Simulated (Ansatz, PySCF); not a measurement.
The PySCF input:
```python
from pyscf import gto, scf, dft

mol = gto.Mole()
mol.atom = '''
    C     1.81426179    0.09406184    0.39240456
    C     0.44933079    0.41970845   -0.12989931
    O    -0.26653974    1.33745720    0.54478004
    C    -0.47729955   -1.00567937   -0.14957349
    O    -1.60068711   -0.83176109   -0.84307436
    H     2.43337789    0.99299772    0.30055944
    H     1.80659021   -0.18341774    1.44661806
    H     2.29308471   -0.69394527   -0.18094597
    H     0.42551817    0.67055383   -1.20030474
    H     0.04101484    1.49507836    1.45425721
    H     0.16087263   -1.72346247   -0.67132052
    H    -0.60421294   -1.22951919    0.91565746
    H    -2.33618881   -0.42239982   -0.35575692
'''
mol.basis = 'cc-pvdz'
mol.charge = 1
mol.spin = 1
mol.verbose = 4
mol.build()

mf = dft.UKS(mol)
mf.xc = 'b3lyp'
mf.grids.atom_grid = (99, 590)
mf.grids.prune = None
mf.kernel()
```

Task: Give the equivalent Ansatz (a first-principles code) input.

Result: Several could match; the one computed here: 
Ansatz 0.2 input:
```yaml
crystal:
  periodic: [false, false, false]
  atoms:
    - {symbol: C, position_ang: [1.81426179, 0.09406184, 0.39240456]}
    - {symbol: C, position_ang: [0.44933079, 0.41970845, -0.12989931]}
    - {symbol: O, position_ang: [-0.26653974, 1.33745720, 0.54478004]}
    - {symbol: C, position_ang: [-0.47729955, -1.00567937, -0.14957349]}
    - {symbol: O, position_ang: [-1.60068711, -0.83176109, -0.84307436]}
    - {symbol: H, position_ang: [2.43337789, 0.99299772, 0.30055944]}
    - {symbol: H, position_ang: [1.80659021, -0.18341774, 1.44661806]}
    - {symbol: H, position_ang: [2.29308471, -0.69394527, -0.18094597]}
    - {symbol: H, position_ang: [0.42551817, 0.67055383, -1.20030474]}
    - {symbol: H, position_ang: [0.04101484, 1.49507836, 1.45425721]}
    - {symbol: H, position_ang: [0.16087263, -1.72346247, -0.67132052]}
    - {symbol: H, position_ang: [-0.60421294, -1.22951919, 0.91565746]}
    - {symbol: H, position_ang: [-2.33618881, -0.42239982, -0.35575692]}
basis:
  gaussian:
    orbitals: cc-pVDZ
hamiltonian:
  xc: b3lyp
total_charge: 1
magnetization: {spin_polarized: true, initial_magnetization: 1}
accuracy: high
```

Both were run: PySCF gave -269.251478 Eh and Ansatz -269.251478 Eh, 0.000 mEh apart.
